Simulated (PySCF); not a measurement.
N²⁺ (nitrogen, charge +2) across methods

[He] 2s2 2p1, 2P determinant. Calculation: PySCF 2.14, in x2c-TZVPPall (5s3p2d1f, 31 functions); the spin-free X2C one-electron Hamiltonian (Gaussian nucleus).

```json
{"method": "r2SCAN", "E (hartree)": "-52.9597", "mean ε 2s α (eV)": "-50.402", "mean ε 2s β (eV)": "-48.078", "mean ε 2p α (eV)": "-39.771", "Σ⟨r²⟩ (bohr²)": "4.955", "⟨S²⟩": "0.753"}
{"method": "LDA", "E (hartree)": "-52.5069", "mean ε 2s α (eV)": "-49.591", "mean ε 2s β (eV)": "-47.602", "mean ε 2p α (eV)": "-38.567", "Σ⟨r²⟩ (bohr²)": "4.998", "⟨S²⟩": "0.751"}
{"method": "UHF", "E (hartree)": "-52.84834", "mean ε 2s α (eV)": "-58.778", "mean ε 2s β (eV)": "-54.170", "mean ε 2p α (eV)": "-48.026", "Σ⟨r²⟩ (bohr²)": "4.968", "⟨S²⟩": "0.754"}
{"method": "r2SCANh", "E (hartree)": "-52.9613", "mean ε 2s α (eV)": "-51.297", "mean ε 2s β (eV)": "-48.790", "mean ε 2p α (eV)": "-40.652", "Σ⟨r²⟩ (bohr²)": "4.954", "⟨S²⟩": "0.753"}
{"method": "PBE0", "E (hartree)": "-52.9349", "mean ε 2s α (eV)": "-52.209", "mean ε 2s β (eV)": "-49.726", "mean ε 2p α (eV)": "-41.252", "Σ⟨r²⟩ (bohr²)": "4.957", "⟨S²⟩": "0.752"}
{"method": "PBE", "E (hartree)": "-52.9231", "mean ε 2s α (eV)": "-49.734", "mean ε 2s β (eV)": "-47.798", "mean ε 2p α (eV)": "-38.823", "Σ⟨r²⟩ (bohr²)": "4.966", "⟨S²⟩": "0.751"}
{"method": "BHandHLYP", "E (hartree)": "-52.9939", "mean ε 2s α (eV)": "-54.549", "mean ε 2s β (eV)": "-51.516", "mean ε 2p α (eV)": "-43.789", "Σ⟨r²⟩ (bohr²)": "4.958", "⟨S²⟩": "0.752"}
{"method": "TPSS", "E (hartree)": "-53.0079", "mean ε 2s α (eV)": "-50.264", "mean ε 2s β (eV)": "-48.048", "mean ε 2p α (eV)": "-39.443", "Σ⟨r²⟩ (bohr²)": "4.942", "⟨S²⟩": "0.752"}
{"method": "M06-L", "E (hartree)": "-52.9906", "mean ε 2s α (eV)": "-50.326", "mean ε 2s β (eV)": "-48.329", "mean ε 2p α (eV)": "-39.680", "Σ⟨r²⟩ (bohr²)": "4.907", "⟨S²⟩": "0.752"}
```
